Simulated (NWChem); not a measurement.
Molecule: SiHI2F; SMILES F[SiH](I)I

Results from NWChem. Medium grid unless said otherwise, to which SCAN and Minnesota functionals are sensitive. Geometry: optimised at PBE-D3(BJ)/def2-SVP. def2 effective core potentials on I; no spin-orbit coupling. Hybrids' shares of exact exchange are those that their runs print; pure functionals count as 0. The functionals differ in more than this share.

```csv
row,share of exact exchange,orbital gap (eV)
PBE/def2-SVP,0.00,4.34
PW91/def2-SVP,0.00,4.32
B3LYP/def2-SVP,0.20,5.80
M06-2X/def2-SVP,0.54,8.12
M05-2X/def2-SVP,0.56,8.38
Hartree-Fock/def2-SVP,1.00,withheld
```

Fit a straight line of the last column on the one before it, predict the withheld value, and compare with the run.


1. Means of the 5 shown rows: x = 0.260, y = 6.192. Slope Σ(x − x̄)(y − ȳ)/Σ(x − x̄)² = 2.188/0.3072 = 7.122; intercept 4.340.
2. The shown rows scatter about the line by 0.042 (root mean square); the largest residual is -0.07, at M06-2X/def2-SVP.
3. At x = 1.00 (Hartree-Fock/def2-SVP; beyond the shown range) the line gives 11.46.
4. The run gives 12.19, +0.73 from the line, 17.5 times the scatter.
